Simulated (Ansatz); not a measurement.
`N#C[Si](F)(F)Cl` + `Cl[SiH2][GeH3]` → `F[Si](F)(Cl)[SiH2]Cl` + `N#[C][GeH3]` at 400 K and 1 bar (redistribution).

Calculated with Ansatz (gas phase, PBE0-D4/def2-TZVP geometries, no zero-point term in ΔE). CCSD(T)/CBS adds triple-zeta CCSD(T) − MP2 to the extrapolated MP2 energy (def2 sets, frozen cores). For Ge outer-core shells are correlated without core-valence functions, which leaves a few kJ/mol of doubt a bond. Scalar relativity is left out up to krypton. Each species was taken in one conformer, which may not be the lowest.

| species | CCSD(T)/CBS energy (Eh) | H − E (kJ/mol) | S (J/(mol·K)) |
| --- | --- | --- | --- |
| `N#C[Si](F)(F)Cl` | -1041.37860 | 74.2 | 373.8 |
| `Cl[SiH2][GeH3]` | -2828.01436 | 138.8 | 365.7 |
| `F[Si](F)(Cl)[SiH2]Cl` | -1698.74064 | 109.6 | 433.7 |
| `N#[C][GeH3]` | -2170.64236 | 104.3 | 299.1 |

H − E and S are ideal-gas, rigid-rotor, harmonic terms from PBE0-D4/def2-TZVP, for one conformer and one mirror image of each species. 1 Eh = 2625.50 kJ/mol, R = 8.31446 J/(mol·K).

By hand: ΔE, ΔH, ΔS and ΔG.

ΔE = (-1698.74064) + (-2170.64236) − (-1041.37860) − (-2828.01436) = 0.00996 Eh = 26.1 kJ/mol. Δ(H − E) = 109.6 + 104.3 − 74.2 − 138.8 = 0.9, so ΔH = 27.0 kJ/mol. ΔS = 433.7 + 299.1 − 373.8 − 365.7 = -6.7 J/(mol·K). ΔG = 27.0 − 400 × (-6.7)/1000 = 29.7 kJ/mol.

By hand: the equilibrium constant, and the temperature at which ΔG would vanish if ΔH and ΔS stayed fixed.

log₁₀ K = −ΔG/(RT ln 10) = -3.9. ΔH and −TΔS have one sign here, so there is no such temperature.

The number of gas molecules stays the same, so ΔS is small and ΔH decides. A doubt of 5 kJ/mol in ΔE shifts log₁₀ K by 0.7 here. Other conformers and mirror images would add mixing entropy, several J/(mol·K) or more a flexible species. Modes under 60 cm⁻¹, often nearly free rotors, make the harmonic entropy too high. These are equilibria of isolated gas molecules and say nothing of rates. Largest T1 diagnostic: 0.013 (customary marks: 0.02 for closed shells, 0.045 for open ones).

ΔS is within the doubt of such terms, so its sign, and with it that verdict, could turn.
